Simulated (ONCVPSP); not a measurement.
# Sn (Z = 50), ONCV: configuration errors across variants

* Element: tin (Sn)
* Generator: ONCVPSP 4.0.1
* Type: optimised norm-conserving Vanderbilt (ONCV)
* Functional: LDA (Perdew-Zunger)
* Relativity: fully relativistic
* Frozen core: [Kr]
* Valence charge: 14
* Reference configuration: 4d10 5s2 5p2
* Partial waves: 5s: rc 1.60 bohr, ncon 3, nbas 7, qcut 4.2 1/bohr, 3 projectors, debl 2 Ha; 5p: rc 1.85 bohr, ncon 5, nbas 10, qcut 4.9 1/bohr, 2 projectors, debl 3.1 Ha; 4d: rc 0.95 bohr, ncon 3, nbas 7, qcut 12.1 1/bohr, local
* Local potential: the d channel
* Core correction: none

Open shells are filled in proportion to 2j + 1.

All-electron excitation energies from the reference (eV): (1) 4d10 5s2 5p1 7.112; (2) 4d10 5s2 5p0 21.395; (3) 4d10 5s1 5p0 52.844; (4) 4d9 5s2 5p3 24.316.

4 further variants failed, have other tests or too few solved ones, and are left out.

A true bound ghost makes a file unfit for plane-wave use even where its test errors are small: the radial tests pick states by their node count and pass the ghost by.

The file “base” misses its own reference levels by 0.6 eV. The file “p: qcut 3” misses its own reference levels by 0.6 eV. The file “p: qcut 3.4” misses its own reference levels by 0.6 eV. The file “p: qcut 4.4” misses its own reference levels by 0.6 eV. The file “p: qcut 5” misses its own reference levels by 0.6 eV. The file “p: qcut 5.3” misses its own reference levels by 0.6 eV.

Errors AE − PS in meV (a dash: test not solved or not reliable):

```
     change   (1)   (2)    (3)   (4)   bound ghosts  GHOST(+) flags above zero
       base   0.0  +1.3  +10.0  -203  s, p3/2, p1/2              s, p3/2, p1/2
  p: qcut 3  +0.7  +1.1   +9.6  -170              s              s, p3/2, p1/2
p: qcut 3.4  +0.7  +1.0   +9.6  -171              s              s, p3/2, p1/2
p: qcut 4.4   0.0  +0.9   +9.3  -208  s, p3/2, p1/2              s, p3/2, p1/2
  p: qcut 5   0.0  +1.4    +10  -201  s, p3/2, p1/2              s, p3/2, p1/2
p: qcut 5.3  +0.1  +1.7    +11  -196  s, p3/2, p1/2              s, p3/2, p1/2
```

(1) Give the same row for: p: qcut 4.

Results:

(1) +0.1, +0.9, +9.2, -197; bound ghosts: s, p3/2; GHOST(+) flags above zero: s, p3/2, p1/2.
